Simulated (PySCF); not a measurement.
# Correlation energy of B (boron, neutral)

[He] 2s2 3d1, 2D determinant (an excited configuration). Calculation: PySCF 2.14, in x2c-QZVPPall with one added diffuse shell each of s, p, d, f type (8s5p4d3f1g, 73 functions); scalar relativity by spin-free X2C-1e. Frozen: nothing; 5 electrons correlated.

MP2 pair energies summed by pair of shells (mhartree):

| pair | energy | share (%) |
| --- | --- | --- |
| 2s-2s | -37.44 | 60.7 |
| 1s-1s | -14.05 | 22.8 |
| 2s-3d | -6.27 | 10.2 |
| 1s-2s | -3.94 | 6.4 |
| 1s-3d | -0.03 | 0.0 |

Total MP2 correlation energy: -61.73 mhartree.

Same-spin part -3.05 and opposite-spin part -58.68 mhartree; SCS-MP2 scales them by 1/3 and 6/5 to -71.43 mhartree.

This basis was not built for core-valence correlation, so the inner-shell part is incomplete.
